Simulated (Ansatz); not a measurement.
Reaction (redistribution): `[CH3][Nb]([NH2])(=[O])[OH]` + `C[Si]O` → `[CH3][Nb]([CH3])(=[O])[OH]` + `N[Si]O`

Program: Ansatz. Geometries: PBE0-D4/def2-TZVP. ΔE: electronic, gas phase. CBS: MP2 limit from def2 TZ/QZ plus the TZ coupled-cluster correction, frozen cores. This one scheme is used for every species. def2 core potentials past Kr. For Nb outer-core shells are correlated without core-valence functions, which leaves a few kJ/mol of doubt a bond. Each species was taken in one conformer, which may not be the lowest.

```json
{"species": "`[CH3][Nb]([NH2])(=[O])[OH]`", "CCSD(T)/def2-TZVPP energy (Eh)": "-303.56673"}
{"species": "`C[Si]O`", "CCSD(T)/def2-TZVPP energy (Eh)": "-404.63301"}
{"species": "`[CH3][Nb]([CH3])(=[O])[OH]`", "CCSD(T)/def2-TZVPP energy (Eh)": "-287.47871"}
{"species": "`N[Si]O`", "CCSD(T)/def2-TZVPP energy (Eh)": "-420.71518"}
```

**Question.** Work out ΔE.

**Answer.** ΔE = (-287.47871) + (-420.71518) − (-303.56673) − (-404.63301) = 0.00585 Eh = +0.16 eV. CCSD(T)/CBS gives +0.14 eV.

Largest T1 diagnostic among the species: 0.022, so the coupled-cluster value is less sure than usual.

Leaving LDA and LC-ωPBE aside and taking each functional with its dispersion term where it has one, the values, not all of them listed here, spread over 0.09 eV, from r2SCAN0-D4 to revPBE-D4. From BLYP to BHLYP (50 % exact exchange), in def2-TZVPP and without D4, ΔE moves by −0.05 eV.
